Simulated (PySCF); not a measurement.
# Fluorine: a sound run and one with changed settings

Sound run: F(2+) [He] 2s2 2p3, F(3+) [He] 2s2 2p2. All numbers are calculated (PySCF 2.14, the non-relativistic Hamiltonian (point nucleus), in pcseg-2 (4s3p2d1f, 30 functions)). In the sound run the correlated levels freeze 1s2. The sound run starts from symmetry-adapted Hartree-Fock orbitals and uses a fine grid where one is needed.

Changed run: a valence shell is frozen. This setting is unsound on purpose.

```
species   method  sound run (hartree)  changed run (hartree)  converged
  F(2+)      MP2            -97.69167              -97.62294        yes
  F(2+)  CCSD(T)            -97.70694              -97.62638        yes
  F(3+)      MP2            -95.38289              -95.31866        yes
  F(3+)  CCSD(T)            -95.40632              -95.31987        yes
```

Ionisation energy of F(2+):

```
 method  sound run (eV)  changed run (eV)
    UHF          62.286            62.286
    MP2          62.825            62.703
SCS-MP2          62.579            62.425
   CCSD          62.602            62.762
CCSD(T)          62.603            62.763
```

Freezing a valence shell removes pair correlation that changes on ionisation.

For comparison, NIST gives 62.708 eV between the lowest levels.
